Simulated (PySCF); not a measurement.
# H2PdO, quintet: computed properties

All numbers come from PySCF, UPBE0, basis Pd def2-TZVP with ECP28, O def2-TZVP, H def2-TZVP (scalar-relativistic core potentials, no spin–orbit coupling, density fitting).

The structure is a saddle point with 1 imaginary mode.

Z-matrix (Å, degrees; charge 0 multiplicity 5):
```
Pd
O  1 1.9244
H  1 1.6724 2 77.63
H  1 1.6724 2 77.63 3 180.00
```

```json
{
 "Point group": "C2v",
 "Bond lengths": "Pd–H 1.672 Å (×2), Pd–O 1.924 Å",
 "Bond angles": "H–Pd–H 155.3°, H–Pd–O 77.6° (×2)",
 "Rotational constants": "3.134, 0.3274, 0.2965 cm⁻¹",
 "Spin squared ⟨S²⟩": "6.027",
 "Dipole moment": "1.38 D",
 "Principal quadrupole moments (Buckingham, traceless) about the centre of mass": "-1.21, 0.58, 0.63 D Å",
 "Zero-point energy (real modes)": "27.4 kJ/mol",
 "Atomisation energy without zero-point energy": "420 kJ/mol",
 "Principal polarisabilities": "33.4, 57.0, 59.2 bohr³",
 "Lowest empty level (β)": "-4.75 eV",
 "Highest occupied level (α)": "-6.57 eV"
}
```

Harmonic modes (masses in u: Pd 105.903, O 15.995, H 1.008):
| symmetry | ω (cm⁻¹) | IR (km/mol) |
| --- | --- | --- |
| b1 | 625i | – |
| b2 | 462 | 23.0 |
| a1 | 483 | 0.1 |
| a1 | 710 | 0.1 |
| b2 | 1344 | 182 |
| a1 | 1590 | 118 |

In C2v the vibrations span b1 + 2b2 + 3a1. Here b1 is antisymmetric to the molecular plane and b2 lies in it.

Charges (e):
```csv
atom,Mulliken,Löwdin,polar tensor,spin (Mulliken),Mayer order to Pd1
Pd1,0.12,-0.04,0.01,1.33,–
O2,-0.16,-0.05,-0.05,1.68,1.13
"H3,4",0.02,0.05,0.02,0.50,0.73
```

Mulliken populations on Pd1 (electrons outside its core potential): s 2.80, p 6.34, d 8.75, f 0.00.

Outer orbital energies (eV). α occupied: -12.81, -12.64, -10.25, -9.85, -9.65, -8.89, -8.66, -6.57; empty: -0.74, -0.21, 1.60, 1.64. β occupied: -24.56, -11.21, -10.97, -10.10, -9.22, -9.19, -8.01; empty: -4.75, -4.47, -3.65, -2.63.

This need not be the most stable arrangement of these atoms. With open d or f shells other occupations or spin states may lie lower. At this level a triplet minimum of C2v symmetry lies 333 kJ/mol below this structure.

The final relaxation and frequency run took about 80 core-seconds on a shared host.
